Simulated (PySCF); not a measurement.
O₃Sn, SMILES [O]=[Sn]1[O][O]1.

The structure is a stationary point at B3LYP-D3(BJ)/def2-SVP. The def2 effective core potentials stand for the cores of Sn; spin–orbit coupling is left out.

These are PBE/def2-TZVPD (PySCF) values and carry that method's errors.

| Quantity | Value |
|---|---|
| total energy | -439.69655 hartree |
| point group | C2v |
| highest occupied level | -6.41 eV |
| lowest empty level | -4.89 eV |
| orbital gap | 1.53 eV |
| dipole moment | 0.56 D |
| quadrupole, principal values (traceless, Buckingham form, about the centre of nuclear charge) | -15.50, 6.39, 9.11 D·Å |
| mean static polarisability | 49.5 bohr³ (7.33 Å³) |
| polarisability, principal values | 36.4, 41.6, 70.5 bohr³ |
